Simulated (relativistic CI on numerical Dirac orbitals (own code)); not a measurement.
**Sensitivity of the levels of Bi¹⁶⁺ to α and to the nuclear radius**

Calculated at this level of theory: Dirac-Coulomb-Breit CI, separate exchange-only KLI orbitals for each configuration, derivatives by finite differences, unscaled Slater integrals, QED left out (own radial code, finite nucleus).

CI space (outside the closed core [Kr] 4d10): 4f¹⁴5s²5p⁵, 4f¹⁴5s5p⁶, 4f¹⁴5s²5p⁴5d, 4f¹³5s²5p⁶, 4f¹⁴5s5p⁵5d, 4f¹⁴5s²5p⁴5f. Double excitations out of closed p, d and f shells are left out; levels of such configurations are missing from the list, as are those of other unlisted configurations, and high levels can miss mixing partners.

With x = (α/α₀)² − 1 an excitation energy changes as ω = ω₀ + qx; K = 2q/ω₀ is the relative enhancement. Terms are leading LS components, so labels can repeat. The field-shift factor is F = δν/δ⟨r²⟩ for the transition from the lowest level.

Lowest level 4f¹⁴5s²5p⁵ ²P°3/2.

```csv
Level,ω₀ (cm⁻¹),q (cm⁻¹),K,F (GHz/fm²)
4f¹⁴5s²5p⁵ ²P°1/2,242074,318800,2.63,-85.2
4f¹⁴5s²5p⁴5d ⁴D3/2,566574,19310,0.0682,19.5
4f¹⁴5s²5p⁴5d ⁴P1/2,568115,84890,0.299,-164
4f¹⁴5s²5p⁴5d ⁴D5/2,572313,25430,0.0889,19.3
4f¹⁴5s²5p⁴5d ⁴F7/2,584822,24420,0.0835,19.9
4f¹⁴5s²5p⁴5d ²P1/2,596928,145100,0.486,-247
4f¹⁴5s²5p⁴5d ²F7/2,611207,54810,0.179,22.1
4f¹⁴5s²5p⁴5d ⁴F9/2,614388,57020,0.186,23
4f¹⁴5s²5p⁴5d ²D3/2,617274,26010,0.0843,19.7
4f¹⁴5s²5p⁴5d ²D5/2,665764,61570,0.185,22.6
4f¹⁴5s²5p⁴5d ²D3/2,683583,78160,0.229,15.7
4f¹⁴5s5p⁶ ²S1/2,693765,247700,0.714,-433
4f¹⁴5s²5p⁴5d ²D5/2,696120,89710,0.258,11.9
4f¹³5s²5p⁶ ²F°7/2,771457,-211900,-0.549,77.9
4f¹⁴5s²5p⁴5d ⁴D1/2,790279,338300,0.856,-66.3
4f¹⁴5s²5p⁴5d ⁴D3/2,808341,340000,0.841,-64.6
4f¹³5s²5p⁶ ²F°5/2,814797,-172000,-0.422,80.9
4f¹⁴5s²5p⁴5d ⁴F5/2,828193,334200,0.807,-63.5
4f¹⁴5s²5p⁴5d ²G7/2,832663,338200,0.812,-64.6
4f¹⁴5s²5p⁴5d ⁴D7/2,843588,375900,0.891,-61.9
4f¹⁴5s²5p⁴5d ²P3/2,859222,378300,0.88,-62.4
4f¹⁴5s²5p⁴5d ²F5/2,866867,376900,0.87,-62
4f¹⁴5s²5p⁴5d ²G9/2,868852,376600,0.867,-61.6
```

At this charge transitions that keep the count of f electrons are usually good to a few per cent. Levels that differ in their count of f electrons can be misplaced by several ten thousand cm⁻¹, since the correlation energy of f electrons is missing or only estimated; rates across such gaps can be off by orders of magnitude.
